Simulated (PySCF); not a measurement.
# Potential energy of SbTe along the bond

Set-up: Sb def2-TZVPPD with ECP28, Te def2-TZVPPD with ECP28; scalar-relativistic core potentials (PySCF 2.14). Energies in eV from Sb + Te in their ground configurations at the same level. State: ²Π (doublet), unpaired electrons π ↑.

```
R (Å)  BHandHLYP   ωB97X
2.181     -0.779  -1.491
2.282     -1.676  -2.368
2.384     -2.148  -2.816
2.460     -2.301  -2.949
2.536     -2.331  -2.953
2.612     -2.285  -2.864
2.713     -2.161  -2.681
2.840     -1.947  -2.407
2.993     -1.647  -2.049
3.195     -1.231  -1.566
```

⟨S²⟩ of the unrestricted solution departs from its pure value on part of the curve, where spin states mix. These are scalar-relativistic numbers at best; spin–orbit coupling would shift them, the dissociation energy most. The state was picked by a PBE0 search and need not be the measured ground state.
